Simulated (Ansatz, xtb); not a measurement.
# Two isomers of C5H11ClSi

Structure X is `[SiH3]C1(Cl)CCCC1`, a singlet and structure Y is `[SiH3][C@@H]1CCC[C@@H]1Cl`, a singlet. Both are isolated molecules in the gas phase, relaxed with B3LYP-D3(BJ)/def2-SVP; each stands in its lowest conformer found.

X (Å):

```yaml
atoms:
  - { symbol: C, position_ang: [0.7155, 0.3646, 0.1469] }
  - { symbol: C, position_ang: [0.2013, -1.0781, 0.2161] }
  - { symbol: C, position_ang: [1.4721, -1.9559, 0.2400] }
  - { symbol: C, position_ang: [2.6027, -1.0441, 0.7939] }
  - { symbol: C, position_ang: [1.9390, 0.3231, 1.0698] }
  - { symbol: Cl, position_ang: [1.3005, 0.6944, -1.5851] }
  - { symbol: Si, position_ang: [-0.5602, 1.7275, 0.5061] }
  - { symbol: H, position_ang: [-1.0831, 1.5324, 1.8934] }
  - { symbol: H, position_ang: [0.0857, 3.0648, 0.4106] }
  - { symbol: H, position_ang: [-1.6887, 1.6328, -0.4595] }
  - { symbol: H, position_ang: [-0.4904, -1.3190, -0.6033] }
  - { symbol: H, position_ang: [-0.3572, -1.1868, 1.1629] }
  - { symbol: H, position_ang: [1.3226, -2.8602, 0.8485] }
  - { symbol: H, position_ang: [1.7158, -2.2887, -0.7790] }
  - { symbol: H, position_ang: [3.3995, -0.9281, 0.0455] }
  - { symbol: H, position_ang: [3.0690, -1.4536, 1.7022] }
  - { symbol: H, position_ang: [1.5718, 0.3675, 2.1107] }
  - { symbol: H, position_ang: [2.6094, 1.1812, 0.9207] }
```

Y (Å):

| atom | x (Å) | y (Å) | z (Å) |
| --- | --- | --- | --- |
| C | -0.1075 | -0.5499 | 1.5730 |
| C | 0.8723 | 0.5112 | 0.9954 |
| C | 1.7785 | -0.2458 | -0.0177 |
| C | 1.3947 | -1.7308 | 0.1133 |
| C | -0.0621 | -1.7033 | 0.5662 |
| Cl | -1.1497 | -1.3555 | -0.8722 |
| Si | -1.8248 | 0.1062 | 2.0513 |
| H | -2.7555 | -1.0287 | 2.3197 |
| H | -1.6853 | 0.9061 | 3.3059 |
| H | -2.3886 | 0.9893 | 0.9946 |
| H | 0.3279 | -0.9620 | 2.5026 |
| H | 1.4508 | 0.9836 | 1.8030 |
| H | 0.3267 | 1.3188 | 0.4838 |
| H | 1.5688 | 0.0999 | -1.0402 |
| H | 2.8498 | -0.0810 | 0.1687 |
| H | 1.5466 | -2.3140 | -0.8059 |
| H | 1.9777 | -2.2141 | 0.9167 |
| H | -0.4286 | -2.6554 | 0.9693 |

Estimate which is lower in electronic energy at CCSD(T)/def2-SVP + ΔMP2/def2-TZVPP, and by roughly how much.

CCSD(T)/def2-SVP + ΔMP2/def2-TZVPP gives E(Y) − E(X) = −0.007 eV, slightly favouring structure Y, which is too small a margin to settle the true order.

The same difference at several levels:

```tsv
level	geometry	E(Y) − E(X) (eV)	departure from the last row (eV)	job, with rough time for the two
GFN2-xTB	GFN2-xTB	+0.029	+0.037	optimisation, 0.2 s
HF/STO-3G	GFN2-xTB	+0.042	+0.049	single point, 0.66 s
r2SCAN-D4/def2-SVP	GFN2-xTB	+0.010	+0.017	single point, 7.8 s
B3LYP-D3(BJ)/def2-SVP	B3LYP-D3(BJ)/def2-SVP	−0.021	−0.014	optimisation, 1.8 min
HF/def2-SVP	B3LYP-D3(BJ)/def2-SVP	−0.034	−0.026	part of the CCSD(T) run
MP2/def2-SVP	B3LYP-D3(BJ)/def2-SVP	−0.015	−0.008	part of the CCSD(T) run
CCSD(T)/def2-SVP	B3LYP-D3(BJ)/def2-SVP	−0.013	−0.006	single point
CCSD(T)/def2-SVP + ΔMP2/def2-TZVPP	B3LYP-D3(BJ)/def2-SVP	−0.007		single point, 3 min
```

As drawn, both hold the same kinds of bond in the same numbers.

The largest departure from CCSD(T)/def2-SVP + ΔMP2/def2-TZVPP is that of HF/STO-3G, 0.049 eV. The last row adds to CCSD(T) the change of the MP2 difference between the two basis sets, here +0.006 eV.

With thermal terms from frequencies at re-optimised GFN2-xTB minima (ideal gas, soft modes damped towards free rotors, one conformer each, 298.15 K, 1 atm): the zero-point term adds +0.021 eV; ΔH is −0.004 and ΔG +0.041 eV.

The correlated steps freeze 15 core orbitals. Mirror images aren't counted in ΔG. Programs: Ansatz 0.2.0, xtb 6.7.1; the last row on 2 threads of Arm Neoverse V2 on a shared host.
